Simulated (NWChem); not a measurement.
## Ionisation of CH$_{2}$I

```xyz
4

C     -1.7608     0.0754     0.0000
I      0.2852    -0.0072     0.0000
H     -2.2745    -0.0366    -0.9555
H     -2.2745    -0.0366     0.9555
```
Charge 0, spin multiplicity 2.

The numbers come from NWChem runs, not from measurements. Structure: optimised with UPBE0/def2-SVP with def2 effective core potentials on I, a minimum by its harmonic frequencies.

Basis set: def2-TZVP. −ε marks an orbital energy of the parent.

Effective core potentials replace the inner electrons of I; spin-orbit coupling is left out. B3LYP has NWChem's definition, with VWN1-RPA local correlation. The structure started from a generated list of species. The unpaired electrons of the parent sit in orbitals of symmetry a' (Cs labels of the run); other states weren't searched. No SCF solution was tested for a lower state. Open-shell Hartree-Fock references start from PBE0 orbitals.

One of these methods gave a first vertical ionisation energy of 4.79 eV. Which?
(A) evGW@PBE0
(B) −ε(alpha HOMO) of HF
(C) −ε(alpha HOMO) of BLYP
(D) G0W0@B3LYP

C, −ε(alpha HOMO) of BLYP. The others give 8.48 (evGW@PBE0), 9.20 (−ε(alpha HOMO) of HF), 8.11 (G0W0@B3LYP).
